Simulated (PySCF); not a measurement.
Problem. What does the GFN2-xTB structure of `CO[SiH](OC)O[SiH3]` look like in three dimensions?

Solution. 
Z-matrix in Å and degrees, rows numbered from 1:
```
C 
O   1  1.4012
Si  2  1.6076  1  130.40
O   3  1.6224  2  108.70  1   -54.14
C   4  1.3994  3  127.28  2   171.10
O   3  1.6242  2  114.20  1    67.55
Si  6  1.6147  3  156.30  2   -59.18
H   1  1.0918  2  110.48  3    66.95
H   1  1.0929  2  110.91  3   -54.05
H   1  1.0909  2  107.57  3  -173.62
H   3  1.4448  2  102.86  1  -178.24
H   5  1.0928  4  110.95  3   -43.94
H   5  1.0924  4  110.27  3    76.59
H   5  1.0909  4  107.90  3  -164.00
H   7  1.4622  6  107.40  3    94.06
H   7  1.4670  6  109.87  3   -26.25
H   7  1.4620  6  104.22  3  -145.44
```

O2 (silyl ether oxygen) is bent (angle 130.4°). Of the pairs four or more bonds apart, O6···H12 is among the closest relative to their van der Waals radii: 2.79 Å, 103 % of the sum of Bondi's values. Si3 (oxygen-bound silicon) is distorted tetrahedral (angles from 102.9° to 116.5°). Si7 (oxygen-bound silicon) is distorted tetrahedral (angles from 104.2° to 113.3°).

Computed geometry: GFN2-xTB, gas phase.

Point group: C1 (no symmetry element, even within 0.4 Å). Whether it is a minimum is left open (no frequencies). The numbers are those of one conformer (C1–O2–Si3–O4 -54°, O2–Si3–O4–C5 171°, O2–Si3–O6–Si7 -59°).
